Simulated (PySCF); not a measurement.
Species: C6H13NOSi2.
SMILES with atom numbers: `[CH3:1][CH2:2][SiH2:3][NH:4][SiH2:5][c:6]1[cH:7][cH:8][cH:9][o:10]1` (hydrogens: H11, H12, H13 on C1; H14, H15 on C2; H16, H17 on Si3; H18 on N4; H19, H20 on Si5; H21 on C7; H22 on C8; H23 on C9)

Structure used (GFN2-xTB), in Å, numbered top down from 1:
```
atom  x, y, z in Å
C1     3.741    1.239    0.352
C2     3.006   -0.094    0.347
Si3    1.141    0.127    0.047
N4     0.478   -1.481    0.016
Si5   -1.121   -2.037   -0.320
C6    -2.241   -0.554   -0.134
C7    -3.554   -0.420    0.230
C8    -3.856    0.959    0.179
C9    -2.705    1.571   -0.215
O10   -1.734    0.669   -0.409
H11    3.604    1.752   -0.597
H12    3.358    1.883    1.140
H13    4.810    1.102    0.513
H14    3.441   -0.733   -0.423
H15    3.180   -0.597    1.300
H16    0.557    0.888    1.156
H17    0.928    0.799   -1.238
H18    1.155   -2.220    0.119
H19   -1.492   -3.063    0.660
H20   -1.225   -2.575   -1.686
H21   -4.217   -1.216    0.502
H22   -4.793    1.428    0.403
H23   -2.464    2.601   -0.387
```

Computed at PBE0/pcSseg-1 (PySCF, non-relativistic), with Q(14N) = 0.02044 b, Q(17O) = −0.0256 b: N4, 14N (I = 1): χzz = -3.902 MHz, η = 0.408; O10, 17O (I = 5/2): χzz = -8.577 MHz, η = 0.019.

(1) Find the zero-field quadrupole resonance frequencies of 14N at N4.

(2) Find the zero-field quadrupole resonance frequencies of 17O at O10.

Results:

(1) From ν± = (3/4)|χ|(1 ± η/3) and ν0 = |χ|η/2: ν+ 3.324 MHz, ν− 2.529 MHz, ν0 0.795 MHz (nitrogen bridging silicon atoms).

(2) From the eigenvalues of H = χ/[4I(2I − 1)] × [3Iz² − I(I + 1) + η(Ix² − Iy²)], steps between neighbouring levels, labelled as for η = 0: ±1/2↔±3/2 1.287 MHz, ±3/2↔±5/2 2.573 MHz (furan-type oxygen).

In a crystal, neighbours and librations shift these lines. Geometry: GFN2-xTB, one conformer, isolated molecule. GFN2-xTB bond lengths can be off by several hundredths of an ångström, more for odd bonds, and the gradients follow them. With a basis this small, the couplings can be 20 % off.

The run behind these numbers computed NMR shieldings as well. Time: 56 s of wall time. Hardware: an Arm Neoverse V2 with one thread (shared host).
